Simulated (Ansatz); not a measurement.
Basis-set extrapolation for AlClFH₂N (`[NH2][Al]([F])[Cl]`) (PBE0-D4/def2-TZVP geometry, frozen core, Ansatz 0.2.0). Multiplicity 1, RHF reference.

```
                      def2-TZVPP   def2-QZVPP
                 HF  -856.766613  -856.794690
    MP2 correlation    -0.724942    -0.791404
CCSD(T) correlation    -0.775660      not run
```

Energies in hartree. Use E(X) = E(∞) + A·exp(−7.88·√X) for Hartree–Fock and E(X) = E(∞) + B·X^(−2.97) for correlation, with X = 3 and 4, and add CCSD(T) minus MP2 of the smaller set to the MP2 limit.

Problem. What is the CCSD(T) energy at the basis-set limit?

Solution. HF limit: -856.794690 + (-0.028077) × 0.13774 = -856.79856. MP2 limit: -0.791404 + (-0.066462) × 0.74074 = -0.84064. Higher-order term: -0.775660 − (-0.724942) = -0.05072. Total: -857.68992 hartree, 92.6 kcal/mol below CCSD(T)/def2-TZVPP.
